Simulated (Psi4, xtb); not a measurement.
Relaxed torsion scan: SMILES c1c[se]c(-c2ccc[se]2)c1. Scanned: dihedral Se3–C4–C5–Se9; all other coordinates were relaxed at GFN2-xTB. Points at φ and −φ are mirror images. Heavy atoms are numbered in the order of the SMILES c1c[se]c(-c2ccc[se]2)c1, hydrogens after them in the order of the atoms that carry them; the mirror image has the same energies with the sign of each dihedral reversed.

- GFN1-xTB // GFN2-xTB (xtb)
- B3LYP/def2-SVP // GFN2-xTB (Psi4)
- PBE-D3(BJ)/def2-SVP // GFN2-xTB (Psi4)

Energies relative to the lowest point of each profile, in eV:

```tsv
φ / °	GFN1-xTB	B3LYP/def2-SVP
-150	0.037	0.000
-120	0.138	0.048
-90	0.213	0.109
-60	0.153	0.057
-30	0.060	0.031
0	0.029	0.058
30	0.060	0.031
60	0.153	0.057
90	0.213	0.109
120	0.138	0.048
150	0.037	0.000
180	0.000	0.001
```

Q: Estimate the PBE-D3(BJ)/def2-SVP values at these points.

A: -150: 0.005; -120: 0.066; -90: 0.141; -60: 0.076; -30: 0.030; 0: 0.047; 30: 0.030; 60: 0.076; 90: 0.141; 120: 0.066; 150: 0.005; 180: 0.000 (eV).
